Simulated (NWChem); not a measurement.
Everything below was run with NWChem. System: GeTe, charge 0, spin multiplicity 1, at a geometry optimised with B3LYP/def2-SVP with def2 effective core potentials on Te. Level: RHF/def2-SVP with def2 effective core potentials on Te, spin-restricted.

Input file:

```
start mol
memory heap 200 mb stack 900 mb global 1100 mb
geometry units angstroms nocenter noautoz noautosym
  Ge     0.000000     0.000000     1.464896
  Te     0.000000     0.000000    -0.901474
end
basis spherical
  * library def2-svp
end
ecp
  Te library def2-ecp
end
scf
  rhf
  nopen 0
  maxiter 100
  thresh 1e-7
  semidirect memsize 60000000 filesize 0
end
task scf energy
```

Output (cleaned and shortened):

```
             Northwest Computational Chemistry Package (NWChem) 7.3.0
             --------------------------------------------------------

                                NWChem Input Module
                                -------------------

 Scaling coordinates for geometry "geometry" by  1.889725989
 (inverse scale =  0.529177249)

                             Geometry "geometry" -> ""
                             -------------------------

 Output coordinates in angstroms (scale by  1.889725989 to convert to a.u.)

  No.       Tag          Charge          X              Y              Z
 ---- ---------------- ---------- -------------- -------------- --------------
    1 Ge                  32.0000     0.00000000     0.00000000     1.46489600
    2 Te                  52.0000     0.00000000     0.00000000    -0.90147400

 Effective nuclear repulsion energy (a.u.)     372.1104232793

            Nuclear Dipole moment (a.u.)
            ----------------------------
        X                 Y               Z
 ---------------- ---------------- ----------------
     0.0000000000     0.0000000000     0.0000453534


 Summary of "ao basis" -> "" (spherical)
 ------------------------------------------------------------------------------
       Tag                 Description            Shells   Functions and Types
 ---------------- ------------------------------  ------  ---------------------
 *                          def2-svp                  on all atoms

 Summary of "ao basis" -> "ao basis" (spherical)
 ------------------------------------------------------------------------------
       Tag                 Description            Shells   Functions and Types
 ---------------- ------------------------------  ------  ---------------------
 Ge                         def2-svp                12       32   5s4p3d
 Te                         def2-svp                10       26   4s4p2d

                                 NWChem SCF Module
                                 -----------------

  ao basis        = "ao basis"
  functions       =    58
  atoms           =     2
  closed shells   =    28
  open shells     =     0
  charge          =   0.00
  wavefunction    = RHF
  use symmetry    = F
  symmetry adapt  = F

 Summary of "ao basis" -> "ao basis" (spherical)
 ------------------------------------------------------------------------------
       Tag                 Description            Shells   Functions and Types
 ---------------- ------------------------------  ------  ---------------------
 Ge                         def2-svp                12       32   5s4p3d
 Te                         def2-svp                10       26   4s4p2d

 Forming initial guess at       0.0s

      Superposition of Atomic Density Guess
      -------------------------------------

 Sum of atomic energies:       -2386.26720878

      Non-variational initial energy
      ------------------------------

 Total energy =   -2342.136448
 1-e energy   =   -3704.411613
 2-e energy   =    1190.531892
 HOMO         =      -0.255193
 LUMO         =      -0.046866

 Starting SCF solution at       0.6s

 ----------------------------------------------
         Quadratically convergent ROHF

 Convergence threshold     :          1.000E-07
 Maximum no. of iterations :          100
 Final Fock-matrix accuracy:          1.000E-09
 ----------------------------------------------

              iter       energy          gnorm     gmax       time
             ----- ------------------- --------- --------- --------
                 1    -2342.0831549633  5.87D-01  2.60D-01      0.6
                 2    -2342.1277456086  1.39D-01  6.04D-02      0.6
                 3    -2342.1308595622  5.04D-03  2.20D-03      0.6
                 4    -2342.1308698332  1.91D-05  6.82D-06      0.6
                 5    -2342.1308698333  6.05D-09  1.53D-09      0.6

       Final RHF  results
       ------------------

         Total SCF energy =  -2342.130869833275
      One-electron energy =  -3704.248324090277
      Two-electron energy =   1190.374181974236
 Nuclear repulsion energy =    171.743272282766

        Time for solution =      0.1s

             Final eigenvalues
             -----------------

              1
    1 -405.2485
    2  -52.1764
    3  -46.2763
    4  -46.2763
    5  -46.2747
    6   -7.2320
    7   -7.0987
    8   -5.2073
    9   -5.2073
   10   -5.2023
   11   -5.0670
   12   -5.0642
   13   -5.0642
   14   -1.9239
   15   -1.9210
   16   -1.9210
   17   -1.9184
   18   -1.9184
   19   -1.6816
   20   -1.6816
   21   -1.6753
   22   -1.6753
   23   -1.6741
   24   -0.8050
   25   -0.5657
   26   -0.3482
   27   -0.3228
   28   -0.3228
   29    0.0053
   30    0.0053
   31    0.1387
   32    0.2424
   33    0.3845
   34    0.4230
   35    0.4230
   36    0.4454
   37    0.4856
   38    0.4856

                       ROHF Final Molecular Orbital Analysis
                       -------------------------------------

 Vector   26  Occ=2.000000D+00  E=-3.481513D-01
              MO Center=  5.6D-15, -7.2D-15,  4.7D-01, r^2= 4.3D+00
   Bfn.  Coefficient  Atom+Function         Bfn.  Coefficient  Atom+Function
  ----- ------------  ---------------      ----- ------------  ---------------
    45      0.432906  2 Te pz                14     -0.353510  1 Ge pz
    48      0.332107  2 Te pz                17     -0.285615  1 Ge pz
     5     -0.259875  1 Ge s                  4     -0.242792  1 Ge s
    11      0.197725  1 Ge pz                42     -0.173654  2 Te pz

 Vector   27  Occ=2.000000D+00  E=-3.227892D-01
              MO Center=  2.8D-15, -1.1D-15, -3.6D-01, r^2= 3.0D+00
   Bfn.  Coefficient  Atom+Function         Bfn.  Coefficient  Atom+Function
  ----- ------------  ---------------      ----- ------------  ---------------
    43      0.362425  2 Te px                46      0.356880  2 Te px
    44     -0.318580  2 Te py                47     -0.313706  2 Te py
    15      0.165800  1 Ge px

 Vector   28  Occ=2.000000D+00  E=-3.227892D-01
              MO Center= -1.0D-15, -2.0D-15, -3.6D-01, r^2= 3.0D+00
   Bfn.  Coefficient  Atom+Function         Bfn.  Coefficient  Atom+Function
  ----- ------------  ---------------      ----- ------------  ---------------
    44      0.362425  2 Te py                47      0.356880  2 Te py
    43      0.318580  2 Te px                46      0.313706  2 Te px
    16      0.165800  1 Ge py

 Vector   29  Occ=0.000000D+00  E= 5.333647D-03
              MO Center=  1.2D-14, -1.2D-14,  9.4D-01, r^2= 4.3D+00
   Bfn.  Coefficient  Atom+Function         Bfn.  Coefficient  Atom+Function
  ----- ------------  ---------------      ----- ------------  ---------------
    15      0.748537  1 Ge px                46     -0.458467  2 Te px
    12      0.322968  1 Ge px                43     -0.241305  2 Te px
     9     -0.204223  1 Ge px

 Vector   30  Occ=0.000000D+00  E= 5.333647D-03
              MO Center= -1.0D-14,  3.0D-14,  9.4D-01, r^2= 4.3D+00
   Bfn.  Coefficient  Atom+Function         Bfn.  Coefficient  Atom+Function
  ----- ------------  ---------------      ----- ------------  ---------------
    16      0.748537  1 Ge py                47     -0.458467  2 Te py
    13      0.322968  1 Ge py                44     -0.241305  2 Te py
    10     -0.204223  1 Ge py

 Vector   31  Occ=0.000000D+00  E= 1.386760D-01
              MO Center= -1.7D-15,  3.5D-15,  5.1D-01, r^2= 6.5D+00
   Bfn.  Coefficient  Atom+Function         Bfn.  Coefficient  Atom+Function
  ----- ------------  ---------------      ----- ------------  ---------------
    17      1.439814  1 Ge pz                48      1.310336  2 Te pz
    36      1.144964  2 Te s                  5     -0.913142  1 Ge s
     4     -0.388783  1 Ge s                  3      0.203226  1 Ge s
    35      0.196123  2 Te s                 45      0.193335  2 Te pz
    14      0.190500  1 Ge pz

 center of mass
 --------------
 x =   0.00000000 y =   0.00000000 z =  -0.08176801

 moments of inertia (a.u.)
 ------------------
         942.111973279456           0.000000000000           0.000000000000
           0.000000000000         942.111973279456           0.000000000000
           0.000000000000           0.000000000000           0.000000000000

  Mulliken analysis of the total density
  --------------------------------------

    Atom       Charge   Shell Charges
 -----------   ------   -------------------------------------------------------
    1 Ge  32    31.70   2.00  2.00  2.00  1.39  0.48  6.00  5.98  0.84  0.93  8.15  1.79  0.14
    2 Te  24    24.30   1.77  0.27  1.18  0.70  2.88  3.16  2.09  2.21  9.84  0.21

       Multipole analysis of the density wrt the origin
       ------------------------------------------------

     L   x y z        total         open         nuclear
     -   - - -        -----         ----         -------
     0   0 0 0     -0.000000      0.000000     56.000000

     1   1 0 0     -0.000000      0.000000      0.000000
     1   0 1 0      0.000000      0.000000      0.000000
     1   0 0 1      0.781468      0.000000     47.699133

     2   2 0 0    -33.101608      0.000000      0.000000
     2   1 1 0      0.000000      0.000000      0.000000
     2   1 0 1     -0.000000      0.000000      0.000000
     2   0 2 0    -33.101608      0.000000      0.000000
     2   0 1 1     -0.000000      0.000000      0.000000
     2   0 0 2    -32.025398      0.000000    314.872090

 Task  times  cpu:        0.6s     wall:        0.6s

 Total times  cpu:        0.6s     wall:        0.6s
```
